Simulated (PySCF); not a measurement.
Bonds: C1-C2, C2-O3, C2-C4, C4-C5, C5-N6, C4-C7, C7-C8, C8-Si9, Si9-C7. C1 carries H10, H11, H12; C4 carries H13; C5 carries H14; N6 carries H15; C7 carries H16; C8 carries H17, H18; Si9 carries H19, H20.

- σ from GIAO-PBE0/pcSseg-1
- structure optimised with GFN2-xTB
- code: PySCF 2.14.0 with density-fitted response routines
- relativity neglected, in vacuum, equivalent nuclei averaged, single conformer

Referencing at the same level of theory: TMS for ¹³C and ¹H and ²⁹Si; ¹⁷O against H2O; ¹⁵N against NH3.

| atoms | nucleus | count | Hirshfeld charge | δ (ppm) |
| --- | --- | --- | --- | --- |
| C4 | ¹³C | 1 | -0.04 | 71.1 |
| O3 | ¹⁷O | 1 | -0.21 | ? |
| H18 | ¹H | 1 | 0.04 | ? |
| C2 | ¹³C | 1 | 0.18 | ? |
| N6 | ¹⁵N | 1 | -0.23 | 361.3 |
| H20 | ¹H | 1 | -0.06 | 2.80 |
| C1 | ¹³C | 1 | -0.12 | 32.6 |
| H15 | ¹H | 1 | 0.11 | 11.10 |
| H10/H11/H12 | ¹H | 3 | 0.05 | 2.23 |
| C7 | ¹³C | 1 | -0.12 | 5.3 |
| H14 | ¹H | 1 | 0.04 | 8.22 |
| Si9 | ²⁹Si | 1 | 0.30 | -144.0 |
| C8 | ¹³C | 1 | -0.18 | ? |
| H17 | ¹H | 1 | 0.04 | ? |
| H19 | ¹H | 1 | -0.06 | 3.06 |
| H16 | ¹H | 1 | 0.04 | 0.30 |
| H13 | ¹H | 1 | 0.05 | ? |
| C5 | ¹³C | 1 | 0.06 | 178.2 |

Task: Estimate the values marked ?.

Result: 
- C2: 211.4 ppm, carbon bonded to 2 C, O
- C8: 0.2 ppm, carbon bonded to C, Si, 2 H
- H13: 2.22 ppm, hydrogen on a carbon bonded to 3 C
- H17: 0.76 ppm, hydrogen on a carbon bonded to C, Si
- H18: 0.19 ppm, hydrogen on a carbon bonded to C, Si
- O3: 654.7 ppm, oxygen bonded to C

OH/NH shifts are gas-phase values; hydrogen bonding in solution moves them, usually downfield. Shifts are as computed. Against solution values, carbons near 30 ppm lie about +3 ppm off and those near 130 ppm about +5 ppm. Of 1309 compounds with measured shifts, 239 miss one by over three times the rms of a fit or turn the order of signals round; such compounds aren't used in these exercises. Unscaled 17O shifts of doubly bonded oxygen tend to come out too high, by tens of ppm or more. Experimental scales use liquid or dissolved standards, which lie at an offset from isolated NH3 (liquid NH3: subtract about 20 ppm) and H2O (liquid H2O: subtract about 36 ppm). Unscaled 15N shifts of sp2 nitrogen come out 20 to 40 ppm too high even then.
